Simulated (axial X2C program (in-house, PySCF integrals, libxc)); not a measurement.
**Correcting the dissociation energy of ScSe for spin–orbit coupling**

A spin-free PBE0 curve (one-electron X2C) was computed with an axial X2C code built on PySCF integrals, basis Se dyall-cv3z [8s9p6d4f1g], Sc dyall-cv3z [10s11p7d5f2g] (cores contracted in-house), for the state M_S = 1/2, Λ = 0 (beyond evenly filled blocks: σα). It gives D0 = 4.349 eV to Se + Sc, which in a spin-free picture are the weighted means of the ground terms.

Measured levels of the ground terms (NIST Handbook of Basic Atomic Spectroscopic Data), in cm⁻¹: Se 3P: J = 2 at 0, J = 1 at 1989.5, J = 0 at 2534.4; Sc 2D: J = 3/2 at 0, J = 5/2 at 168.3.

The molecular state has Λ = 0, so it has no first-order lowering.

**Question.** How far does each ground level lie under the (2J+1)-weighted mean of its term?

**Answer.** Se: (5 × 0 + 3 × 1989.5 + 1 × 2534.4)/9 = 945 cm⁻¹; Sc: (4 × 0 + 6 × 168.3)/10 = 101 cm⁻¹.

**Question.** Correct D0.

**Answer.** D0 = 4.349 + (0 − 1046)/8065.5 = 4.219 eV at PBE0 with these spin–orbit terms.

Second-order spin–orbit effects in the molecule, which grow quickly with Z, are left out. The state is one determinant whose occupation by symmetry is held fixed; it was picked as the lowest of a PBE0 search that is not exhaustive. Dissociation energies refer to the lowest single-determinant-based atoms at the same level and basis.
